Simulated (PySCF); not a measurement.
A run for PySCF: R-MP2/6-31G* on H2OSe (SMILES O[SeH]), a point of a torsion scan.

```python
from pyscf import gto, scf, dft, mp
from pyscf.data.elements import chemcore

mol = gto.M(
    atom='''
    O    -0.88887357    0.22151850    0.36780311
    Se    0.72229844    0.73788695   -0.25013065
    H    -1.26758190   -0.44654669   -0.21217206
    H     1.50279846   -0.25936799    0.48305549
    ''',
    basis='6-31g*',
    cart=True,
    charge=0, spin=0, verbose=3, max_memory=1800)
mf = scf.RHF(mol)
mf.conv_tol = 1e-8
mf.max_cycle = 100
mf.kernel()
if not mf.converged:
    mf = mf.newton().run(mf.mo_coeff, mf.mo_occ)
pt = mp.MP2(mf, frozen=chemcore(mol)).run()
```

It printed:

```
converged SCF energy = -2475.52029274593
E(RMP2) = -2475.96744829876  E_corr = -0.44715555282579
E(SCS-RMP2) = -2475.94280929172  E_corr = -0.422516545783057
```

Self-consistency was reached.

Cost: about 1.3 core-seconds (a rough figure).
